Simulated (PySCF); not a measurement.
A structure optimised at PBE-D3(BJ)/def2-SVP, used in a PySCF frequency run:

```
Si
Cl 1 2.0575
Cl 1 2.0575 2 108.93
Br 1 2.2151 2 109.49 3 119.71
Br 1 2.2151 2 109.49 3 -119.71
```
Charge 0, spin multiplicity 1.

Q: Write its SMILES, formula and point group.

A: Cl[Si](Cl)(Br)Br, Br2Cl2Si, C2v

Q: What are its rotational constants (standard atomic weights)?

A: 1.0021, 0.69756, 0.60793 GHz
